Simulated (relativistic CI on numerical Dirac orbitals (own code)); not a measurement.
# Ag3+: 3d photoemission

Computed with this model: Dirac-Coulomb-Breit CI, orbitals from a KLI potential per configuration, model QED, valence Slater integrals scaled by 0.9, multiplet model of photoemission in the sudden approximation; configurations [Kr] 4d8 → [Ar] 3d9 4s2 4p6 4d8; 80 K; Lorentzian 0.3 eV and Gaussian 0.5 eV FWHM. Energies are those of the free ion, without screening or charge transfer. The energies are binding energies and can lie tens of eV above those of solids. S is read from ⟨S²⟩ = S(S + 1).

Field parameters in Wybourne normalisation: D3d B²₀ = −7Dσ, B⁴₀ = −14Dq − 21Dτ, B⁴₃ = −14√(10/7) Dq. The field is a parameter set, without covalency.

free ion: ground-state S = 0.99, centroid 420.18 eV. Peaks (eV, height): 416.3 (100), 418.1 (12), 420.9 (22), 422.6 (6), 425.0 (60), 426.5 (10).

D3d, 10Dq = 29000, Dσ = -1200, Dτ = -390 cm⁻¹: ground-state S = 1.00, centroid 420.23 eV. Peaks (eV, height): 416.7 (100), 417.3 (96), 420.0 (15), 422.1 (23), 424.3 (36), 426.4 (9).

Strongest unbroadened transitions for D3d, 10Dq = 29000, Dσ = -1200, Dτ = -390 cm⁻¹:

```csv
Energy (eV),Relative strength
416.65,59.9
416.68,18.9
416.69,100.0
416.72,58.9
417.31,51.0
417.33,57.6
417.34,49.2
417.52,40.2
417.53,40.3
419.94,8.5
422.08,12.0
423.69,12.3
423.98,10.1
424.12,16.4
424.25,14.7
424.39,11.3
424.54,14.0
424.66,10.0
```
